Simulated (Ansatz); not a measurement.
Coupled-cluster run, CH₇AlGeS (`[CH3][AlH][S][GeH3]`).

```yaml
crystal:
  periodic: [false, false, false]
  atoms:
    - {symbol: C, position_ang: [-1.619553, 0.550544, 0.004750]}
    - {symbol: Al, position_ang: [-0.894997, -0.953334, 1.008544]}
    - {symbol: S, position_ang: [1.214137, -1.502979, 0.861375]}
    - {symbol: Ge, position_ang: [1.958972, 0.031296, -0.565590]}
    - {symbol: H, position_ang: [-2.689550, 0.675188, 0.189010]}
    - {symbol: H, position_ang: [-1.121960, 1.487595, 0.274267]}
    - {symbol: H, position_ang: [-1.478230, 0.417431, -1.072554]}
    - {symbol: H, position_ang: [-1.745205, -1.869627, 1.979443]}
    - {symbol: H, position_ang: [1.747774, 1.444399, 0.002102]}
    - {symbol: H, position_ang: [3.457678, -0.245390, -0.743731]}
    - {symbol: H, position_ang: [1.236234, -0.092023, -1.916916]}
basis:
  gaussian: {orbitals: def2-SVP}
correlation: {method: ccsd_t}
```

```sh
$ ansatz run in.yaml --threads 4 --pin off --events-out ev --progress --plain --max-ram 10444MiB
```

The program prints (abridged):

```
Functional definition: HF
1141 factors; integrals over basis functions are off by at most 1.5e-3 eV
mean field evaluation 1: about -75001.3050 eV, gradient 2.6e1 eV
mean field evaluation 2: about -75001.3389 eV, gradient 2.6e1 eV
mean field evaluation 4: about -75003.5326 eV, gradient 2.6e0 eV
mean field evaluation 8: about -75003.5602 eV, gradient 1.2e-4 eV
mean field -75003.56021100 eV, -2756.3299985151 hartree, gradient 4.2e-6 eV, S^2 0.000000; 0 other end points of the search recorded, 0 dependent functions left out
20 core orbitals not correlated: weight in the atoms' cores, before any rotation towards them, 1.000 or more for the frozen orbitals, at most 0.000 for the correlated occupied ones
reference -75003.56021100 eV, -2756.3299985151 hartree; 17, 17 occupied and 80, 80 virtual orbitals, 1141 factors
second order -15.62968081 eV of doubles, -0.00000000 eV of singles
cycle   1  -16.36997248 eV  change   -7.4e-1 eV  update   9.6e-2
cycle   2  -16.91581481 eV  change   -5.5e-1 eV  update   2.9e-2
cycle   3  -16.97793806 eV  change   -6.2e-2 eV  update   1.2e-2
cycle   4  -16.97413371 eV  change    3.8e-3 eV  update   3.4e-3
cycle   5  -16.97366261 eV  change    4.7e-4 eV  update   1.2e-3
cycle   6  -16.97303835 eV  change    6.2e-4 eV  update   4.2e-4
cycle   7  -16.97309191 eV  change   -5.4e-5 eV  update   1.5e-4
cycle   8  -16.97312682 eV  change   -3.5e-5 eV  update   4.5e-5
cycle   9  -16.97312428 eV  change    2.5e-6 eV  update   1.4e-5
perturbative correction -0.48928034 eV, -0.0179807209 hartree
Total energy: -75021.02261562 eV, -2756.9717300486 hartree
```

It took 6.5 s on 4 threads of a server CPU on a shared host, with 0.57 GiB of host memory at the peak.

Correlation energy per correlated electron: -0.514 eV. T1 diagnostic: 0.0106.
